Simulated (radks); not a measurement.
Q: Valence configurations of neutral ruthenium (all share [Kr]). Method: scalar-relativistic Kohn-Sham, PBEsol, spin-polarised, spherical densities, point nucleus; open shells are filled with parallel spins first (spin-orbit coupling, left out, can overturn this in heavy ions); computed with a radial shooting solver on a logarithmic mesh with Libxc functionals. Order these by energy: 4d6 5s2; 4d6.5 5s1.5; 4d5 5s2 5p1; 4d6 5s1 5p1; 4d5 5s1 5p2; 4d7 5s1; 4d5.5 5s2 5p0.5; 4d7 5p1; 4d8; 4d6.5 5s1 5p0.5.

A: From the lowest, in eV above it: 4d7 5s1 0.000; 4d6.5 5s1.5 0.413; 4d6 5s2 1.017; 4d8 1.060; 4d6.5 5s1 5p0.5 1.556; 4d5.5 5s2 5p0.5 3.538; 4d6 5s1 5p1 3.545; 4d7 5p1 3.731; 4d5 5s2 5p1 6.522; 4d5 5s1 5p2 8.871. NIST lists [Kr] 4d7 5s1 as the ground configuration; this level of theory agrees among the configurations tried. The energies are those of spherical high-spin densities, not of single terms.
